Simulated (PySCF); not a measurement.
Exercise with solution: chemical shift, span and skew from a shielding tensor

CH4BFS, SMILES FBSC. Atoms are numbered in the order given.

```xyz
8

B      0.5408    -0.9242     0.0000
F      0.0613    -2.1658     0.0000
H      1.7326    -0.7484     0.0000
S     -0.6271     0.4367     0.0000
C      0.4891     1.8889     0.0000
H      0.2872     2.4899    -0.8966
H      0.2872     2.4899     0.8966
H      1.5368     1.5609     0.0000
```
Charge 0, spin multiplicity 1.

Geometry optimised at TPSSh-D3(BJ)/def2-SVP. The values are those of a single conformer.

GIAO shieldings from HF/pcSseg-1 (PySCF), non-relativistic, no solvent. The symmetric part of the tensor of C5 has the principal values 163.6, 171.6, 194.5 ppm. The same nucleus in TMS has σ = 192.6 ppm at this level (PySCF, at its B3LYP-D3(BJ)/def2-TZVP geometry).

Problem. Work out the isotropic shielding, the ¹³C shift against TMS, the span and the skew.

Solution. 
σ(iso) = (σ11 + σ22 + σ33)/3 = 176.6 ppm. δ = σ(ref) − σ(iso) = 192.6 − (176.6) = 16.0 ppm.
Span Ω = σ33 − σ11 = 30.9 ppm. Skew κ = 3(σ(iso) − σ22)/Ω = 0.48. Tumbling in solution averages the tensor to δ; in a static solid the shielding alone would spread this spin-1/2 line over Ω.
